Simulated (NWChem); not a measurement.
# C2H2BrCl; SMILES Cl/C=C\Br

```xyz
6

Cl     0.5432    -2.1092     0.0000
C     -0.9852    -1.3127     0.0000
C     -1.1654     0.0208     0.0000
Br     0.2201     1.2900     0.0000
H     -1.8542    -1.9889     0.0000
H     -2.1786     0.4478     0.0000
```
Atoms are numbered in this order, from 1.

All runs: NWChem. Structure relaxed at the PBE-D3(BJ)/def2-SVP level. Ions are spin-unrestricted doublets at the neutral geometry; other ion states weren't tried. Functional: LC-ωPBE (HJS hole) with def2-SVP; rows give the range parameter ω in 1/bohr.

Question: At which range parameter does −ε(HOMO) equal the ΔSCF ionisation energy (optimal tuning)?

Answer: about 0.37 per bohr, by linear interpolation in these runs:
```tsv
range parameter (1/bohr)	vertical ionisation energy, ΔSCF (eV)	−ε(HOMO) (eV)	ΔSCF minus −ε(HOMO) (eV)
0.20	9.35	8.55	0.80
0.30	9.57	9.33	0.24
0.35	9.68	9.63	0.05
0.40	9.77	9.87	-0.10
0.50	9.92	10.23	-0.31
```
